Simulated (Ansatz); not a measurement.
`NC([SiH3])N[SiH3]` + `C[O][Mg][NH2]` → `[NH2][Mg][O][SiH3]` + `CNC(N)[SiH3]`  (redistribution)

Computed with Ansatz on PBE0-D4/def2-TZVP structures; ΔE is electronic, products minus reactants. CBS: MP2 limit from def2 TZ/QZ plus the TZ coupled-cluster correction, frozen cores. For Mg outer-core shells are correlated without core-valence functions, which leaves a few kJ/mol of doubt a bond. One conformer a species, not always the lowest.

```json
{"species": "`NC([SiH3])N[SiH3]`", "MP2/CBS(def2) energy (Eh)": "-731.52578"}
{"species": "`C[O][Mg][NH2]`", "MP2/CBS(def2) energy (Eh)": "-370.83044"}
{"species": "`[NH2][Mg][O][SiH3]`", "MP2/CBS(def2) energy (Eh)": "-621.91599"}
{"species": "`CNC(N)[SiH3]`", "MP2/CBS(def2) energy (Eh)": "-480.48525"}
```

Question: Work out ΔE.

Answer: ΔE = (-621.91599) + (-480.48525) − (-731.52578) − (-370.83044) = -0.04502 Eh = -118.2 kJ/mol. CCSD(T)/CBS gives -116.1 kJ/mol.

Largest T1 diagnostic among the species: 0.011.

From PBE to PBE0 (25 % exact exchange), in def2-TZVPP and without D4, ΔE moves by −3.9 kJ/mol. The D4 term adds +4.0 kJ/mol with B3LYP and +2.2 kJ/mol with PBE0; it sums over pairs of atoms, weighted by their polarisabilities, and B3LYP, whose exchange is more repulsive, gets the larger term.

B3LYP here is the variant with VWN-RPA as its local correlation; programs differ in this.
